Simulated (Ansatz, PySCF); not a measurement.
Molecule: sum formula SiN3H5Br, net charge 0, doublet state. It need not be the lowest isomer of its formula. SMILES: [NH][Si](N)(N)Br
Coordinates optimised at B3LYP-D3(BJ)/def2-TZVP (Ansatz, an electronic-structure program):
```
Si
N 1 1.6936
H 2 1.0067 1 122.02
H 2 1.0075 3 112.74 1 153.35
N 1 1.6989 2 108.18 3 -52.66
H 5 1.0057 1 122.93 2 154.53
H 5 1.0070 6 113.54 1 -163.99
N 1 1.7375 2 104.85 3 176.92
H 8 1.0216 1 113.44 2 172.07
Br 1 2.2665 2 116.54 3 65.01
```
Charge 0, spin multiplicity 2.

Property: atomisation energy (electronic, to ground-state atoms), in eV. Valence correlation only, unless marked. UHF or UKS for open shells. No spin-orbit coupling. The frozen core is the preceding noble-gas configuration, with the filled d and f shells of earlier blocks. No relativistic terms. The coupled-cluster limit lacks core correlation, which all-electron functionals hold. CBS(X,Y): correlation extrapolated as X^-3; Hartree-Fock from the larger set. [CCSD(T)-MP2]/basis is that difference in the basis named.

```tsv
level	program	atomisation energy (eV)
HF-D3(BJ)/def2-TZVPD	PySCF + dftd3	25.08
PBE-D4/def2-TZVPD	Ansatz + dftd4	35.85
B97M-V/def2-TZVPD	Ansatz	34.99
B3LYP-D4/def2-TZVPD	Ansatz + dftd4	35.17
PBE0-D4/def2-TZVPD	Ansatz + dftd4	34.93
PBE0/def2-TZVP	Ansatz	34.63
TPSSh-D4/def2-TZVPD	PySCF + dftd4	35.05
LC-wPBE-D3(BJ)/def2-TZVPD	Ansatz + dftd3	?
B2GP-PLYP-D3(BJ)/def2-TZVPD	Ansatz + dftd3	34.45
B2PLYP-D3(BJ)/def2-TZVPD	Ansatz + dftd3	34.64
B2PLYP/def2-TZVPD	Ansatz	34.41
RPA@PBE/def2-TZVPP	Ansatz	?
RPA@PBE/def2-QZVPP	Ansatz	33.12
SCS-MP2/6-31G	Ansatz	25.72
SCS-MP2/6-31G*	Ansatz	30.12
CCSD/6-31G*	Ansatz	?
RI-MP2/CBS(def2-TZVPP,def2-QZVPP)+[CCSD(T)-MP2]/def2-TZVPP	Ansatz	34.92
```

Problem. Some entries are withheld; supply them.

Solution. 
- LC-wPBE-D3(BJ)/def2-TZVPD, atomisation energy (eV): 34.97
- RPA@PBE/def2-TZVPP, atomisation energy (eV): 32.37
- CCSD/6-31G*, atomisation energy (eV): 29.40
